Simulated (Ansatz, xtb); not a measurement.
**Two isomers of C4H7BO2Se**

Structure a is `OB(O)C1=CC[Se]C1`, a singlet and structure b is `OB(O)[C@@H]1CC=C[Se]1`, a singlet. Both are isolated molecules in the gas phase, relaxed with B3LYP/def2-SVP; the shapes shown needn't be the lowest conformers.

a (Å):

```xyz
15

C     0.6350   -0.2296    0.4984
C     0.0895   -1.0990    1.3685
C     0.7425   -2.4222    1.6380
C     1.9181   -0.6499   -0.1801
B    -0.0163    1.1619    0.1879
O    -1.1762    1.5017    0.8321
O     0.6166    1.9690   -0.7198
Se    2.3697   -2.4596    0.5057
H    -1.5419    2.3659    0.6107
H     0.1956    2.8192   -0.8939
H    -0.8406   -0.8587    1.8960
H     1.0178   -2.5345    2.7001
H     0.0812   -3.2658    1.3783
H     1.8089   -0.6892   -1.2754
H     2.7450    0.0430    0.0411
```

b (Å):

```yaml
atoms:
  - { symbol: C, position_ang: [0.7247, -0.4577, 0.2427] }
  - { symbol: C, position_ang: [-0.2279, 0.5063, -0.5127] }
  - { symbol: C, position_ang: [0.4005, 0.9292, -1.8196] }
  - { symbol: C, position_ang: [1.3665, 0.1451, -2.3098] }
  - { symbol: B, position_ang: [-0.0542, -1.5329, 1.1180] }
  - { symbol: O, position_ang: [-0.2862, -1.2462, 2.4283] }
  - { symbol: O, position_ang: [-0.5332, -2.6986, 0.5981] }
  - { symbol: Se, position_ang: [1.8438, -1.3250, -1.1786] }
  - { symbol: H, position_ang: [-0.7936, -1.9439, 2.8660] }
  - { symbol: H, position_ang: [-0.2707, -2.8151, -0.3286] }
  - { symbol: H, position_ang: [1.4237, 0.1266, 0.8589] }
  - { symbol: H, position_ang: [-1.1942, 0.0094, -0.7368] }
  - { symbol: H, position_ang: [-0.4724, 1.3672, 0.1316] }
  - { symbol: H, position_ang: [0.0215, 1.7977, -2.3674] }
  - { symbol: H, position_ang: [1.8750, 0.2716, -3.2675] }
```

Quicker runs give these differences E(b) − E(a): GFN2-xTB +1.91 kcal/mol; HF/STO-3G +2.74 kcal/mol (at GFN2-xTB geometries); r2SCAN-D4/def2-SVP +0.18 kcal/mol (at GFN2-xTB geometries).

**Question.** Estimate E(b) − E(a) at the level CCSD(T)/def2-SVP + ΔMP2/def2-TZVPP.

**Answer.** Too close to call at this level: CCSD(T)/def2-SVP + ΔMP2/def2-TZVPP gives E(b) − E(a) = +0.52 kcal/mol.

Level by level:

| level | geometry | E(b) − E(a) (kcal/mol) | departure from the last row (kcal/mol) | job, with rough time for the two |
| --- | --- | --- | --- | --- |
| GFN2-xTB | GFN2-xTB | +1.91 | +1.39 | optimisation, 0.45 s |
| HF/STO-3G | GFN2-xTB | +2.74 | +2.22 | single point, 0.64 s |
| r2SCAN-D4/def2-SVP | GFN2-xTB | +0.18 | −0.33 | single point, 5.4 s |
| B3LYP/def2-SVP | B3LYP/def2-SVP | +0.79 | +0.28 | optimisation, 56 s |
| HF/def2-SVP | B3LYP/def2-SVP | +3.04 | +2.53 | part of the CCSD(T) run |
| MP2/def2-SVP | B3LYP/def2-SVP | −0.69 | −1.20 | part of the CCSD(T) run |
| CCSD(T)/def2-SVP | B3LYP/def2-SVP | −0.59 | −1.10 | single point |
| CCSD(T)/def2-SVP + ΔMP2/def2-TZVPP | B3LYP/def2-SVP | +0.52 |  | single point, 3.5 min |

As drawn, both hold the same kinds of bond in the same numbers.

The largest departure from CCSD(T)/def2-SVP + ΔMP2/def2-TZVPP is that of HF/def2-SVP, 2.53 kcal/mol. The last row adds to CCSD(T) the change of the MP2 difference between the two basis sets, here +1.10 kcal/mol.

With thermal terms from frequencies at re-optimised GFN2-xTB minima (ideal gas, soft modes damped towards free rotors, one conformer each, 298.15 K, 1 atm): the zero-point term adds +0.47 kcal/mol; ΔH is +0.87 and ΔG +1.19 kcal/mol.

The correlated steps freeze 16 core orbitals; the filled d shell of Se is correlated, in a basis made for valence electrons. Mirror images aren't counted in ΔG. Run with Ansatz 0.2.0, xtb 6.7.1; the last row on 4 threads of Arm Neoverse V1 on a shared host.
